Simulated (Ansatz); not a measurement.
Reactions of `N[AsH2]`.

Calculated with Ansatz (gas phase, PBE0-D4/def2-TZVP geometries, no zero-point term in ΔE). CCSD(T)/CBS is the MP2 limit (def2-TZVPP, def2-QZVPP) plus CCSD(T) − MP2 in def2-TZVPP, frozen cores. This one scheme is used for every species, atoms too. For atomizations the MP2-based limit and the directly extrapolated one differ by several kJ/mol either way, and by 10 to 25 for some Ge, Se and Sn compounds, so smaller differences from it don't rank the levels. DFT in def2-TZVPP. No spin–orbit coupling; open shells (•) take unrestricted orbitals. For As, Se outer-core shells are correlated without core-valence functions, so the limit isn't a true one: a few kJ/mol of doubt a bond, and 10 to 20 or more in all where bonds break to atoms. Scalar relativity is left out up to krypton.

| reaction | LDA (SPW92) (eV) | PBE-D4 (eV) | CCSD(T)/CBS(def2) (eV) |
| --- | --- | --- | --- |
| `N[AsH2]` + CH₃OH → `CO[AsH2]` + NH₃ | -0.22 | -0.23 | -0.21 |
| `N[AsH2]` + BH₃ → `B[AsH2]` + NH₃ | -0.95 | -0.85 | -0.79 |
| `N[AsH2]` + `C[SiH3]` → `[SiH3]C[AsH2]` + NH₃ | -0.15 | -0.14 | -0.18 |
| `N[AsH2]` → As• + 4 H• + N• | 19.89 | 17.39 | 17.11 |
| `N[AsH2]` + `C[SeH]` → `C[Se][AsH2]` + NH₃ | -0.81 | -0.87 | -0.83 |
| `N[AsH2]` + `O[SiH3]` → `[SiH3]O[AsH2]` + NH₃ | -0.09 | -0.15 | -0.17 |
| `N[AsH2]` + CH₃SH → `CS[AsH2]` + NH₃ | -0.65 | -0.69 | -0.64 |

Largest T1 diagnostic: 0.014, for `B[AsH2]`.
